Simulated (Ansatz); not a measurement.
CH8BGaGe, SMILES `[BH2][GaH][GeH2][CH3]`. Charge 0, multiplicity 1. Correlated methods include outer-core shells of Ga, Ge, which these sets cover unevenly. Scalar relativity is left out up to krypton.

```xyz
12

B     1.5401   -2.5652    1.0015
Ga    0.0062   -1.2029    0.8286
Ge    0.1510    0.6939   -0.7322
C    -1.3067    1.9971   -0.5498
H     1.6110   -3.5352    0.3009
H     2.4425   -2.4090    1.7750
H    -1.3297   -1.3014    1.6635
H     1.4999    1.4323   -0.5654
H     0.1484    0.1525   -2.1825
H    -1.1935    2.7979   -1.2817
H    -1.3006    2.4320    0.4503
H    -2.2685    1.5081   -0.7081
```

**Question.** Give the diagnostics of a CCSD(T)/def2-TZVPP run (frozen core, the Gaussian-basis code of Ansatz). (Estimate.)

**Answer.** The calculation gave: T1 = 0.0126, largest single amplitude 0.021, largest double 0.027, (T) share of the correlation energy 3.6 %, 10 CCSD cycles. The RHF solution is stable towards an unrestricted one. T1 lies under the customary mark of 0.02 for closed shells.
